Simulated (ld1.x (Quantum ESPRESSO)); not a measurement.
**u(r) = r·R(r): atom against pseudo-atom (Cd (Z = 48))**

Columns: radius, all-electron u(r) and pseudo u(r) of the 4d shell (level -12.64 eV) of cadmium in the configuration [Kr] 4d10 5s2 5p0; PBE, non-relativistic, TM scheme, ld1.x (Quantum ESPRESSO) 7.5.

```json
{"r (bohr)": "0.115", "all-electron": "0.2974", "pseudo": "-0.0078"}
{"r (bohr)": "0.230", "all-electron": "0.4810", "pseudo": "-0.0582"}
{"r (bohr)": "0.345", "all-electron": "0.2369", "pseudo": "-0.1757"}
{"r (bohr)": "0.460", "all-electron": "-0.1542", "pseudo": "-0.3550"}
{"r (bohr)": "0.575", "all-electron": "-0.5034", "pseudo": "-0.5636"}
{"r (bohr)": "0.690", "all-electron": "-0.7488", "pseudo": "-0.7564"}
{"r (bohr)": "0.805", "all-electron": "-0.8891", "pseudo": "-0.8955"}
{"r (bohr)": "0.920", "all-electron": "-0.9463", "pseudo": "-0.9650"}
{"r (bohr)": "1.035", "all-electron": "-0.9462", "pseudo": "-0.9705"}
{"r (bohr)": "1.150", "all-electron": "-0.9107", "pseudo": "-0.9311"}
{"r (bohr)": "1.265", "all-electron": "-0.8552", "pseudo": "-0.8675"}
{"r (bohr)": "1.380", "all-electron": "-0.7902", "pseudo": "-0.7954"}
{"r (bohr)": "1.495", "all-electron": "-0.7222", "pseudo": "-0.7236"}
{"r (bohr)": "1.610", "all-electron": "-0.6552", "pseudo": "-0.6554"}
{"r (bohr)": "1.725", "all-electron": "-0.5914", "pseudo": "-0.5914"}
{"r (bohr)": "1.840", "all-electron": "-0.5318", "pseudo": "-0.5318"}
{"r (bohr)": "1.955", "all-electron": "-0.4771", "pseudo": "-0.4771"}
{"r (bohr)": "2.070", "all-electron": "-0.4273", "pseudo": "-0.4273"}
{"r (bohr)": "2.185", "all-electron": "-0.3823", "pseudo": "-0.3823"}
{"r (bohr)": "2.300", "all-electron": "-0.3417", "pseudo": "-0.3417"}
{"r (bohr)": "2.415", "all-electron": "-0.3053", "pseudo": "-0.3053"}
{"r (bohr)": "2.530", "all-electron": "-0.2726", "pseudo": "-0.2726"}
{"r (bohr)": "2.645", "all-electron": "-0.2435", "pseudo": "-0.2435"}
{"r (bohr)": "2.760", "all-electron": "-0.2174", "pseudo": "-0.2174"}
{"r (bohr)": "2.875", "all-electron": "-0.1941", "pseudo": "-0.1941"}
{"r (bohr)": "2.990", "all-electron": "-0.1732", "pseudo": "-0.1732"}
```

How many radial nodes do the two functions have?

The all-electron 4d function has n − l − 1 = 1; the pseudo-wave has 0, since the states of the same l below it are removed with the core.

At about which radius was the pseudo-wave matched?

1.80 bohr. The columns agree to 0.0005 from 1.61 bohr on; several derivatives are matched, so the curves merge somewhat inside the radius.

Is the pseudo-wave norm-conserving?

Yes: the TM scheme keeps the norm inside the radius equal to the all-electron one, which fixes the energy derivative of the logarithmic derivative at the level.
